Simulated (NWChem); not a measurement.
**Basis-set convergence for HBrOSi**

```xyz
4

Si    -0.9648    -0.9194     0.0000
Br     0.3364     0.9284     0.0000
O      0.2291    -2.0794     0.0000
H     -0.0992    -2.9876     0.0000
```
Charge 0, spin multiplicity 1.

The numbers come from NWChem runs, not from measurements. The geometry was optimised at PBE0/def2-SVP, a minimum by its harmonic frequencies. It is one conformer; others weren't searched.

Quantity: LUMO energy at the level PBE.

The Hamiltonian is non-relativistic. The Pople sets run with spherical d functions. The structure started from a generated list of species.

Costs are rough ratios of processor time within this set of runs, SCF included, with 3-21G as 1.

**Question.** In def2-QZVP the value is -3.00 eV. Among 3-21G, cc-pVDZ, pcseg-1, 6-31G*, def2-SVP, 6-311G**, aug-cc-pVDZ, def2-SVPD, aug-cc-pVTZ, which is the smallest basis within 0.1 eV of it?

**Answer.** pcseg-1, with 64 functions against 232 and about 2 % of the time (also within reach: 6-311G**, aug-cc-pVDZ, def2-SVPD, aug-cc-pVTZ). def2-QZVP isn't the basis-set limit itself, and a small set can land close by cancellation.

```csv
basis,functions,LUMO energy (eV),relative cost
3-21G,46,-2.78,1
cc-pVDZ,64,-2.78,10
pcseg-1,64,-2.95,under 3
6-31G*,66,-2.87,under 3
def2-SVP,69,-2.79,under 3
6-311G**,94,-2.94,under 3
aug-cc-pVDZ,95,-3.06,20
def2-SVPD,96,-3.06,4
aug-cc-pVTZ,178,-3.04,70
def2-QZVP,232,-3.00,100
```
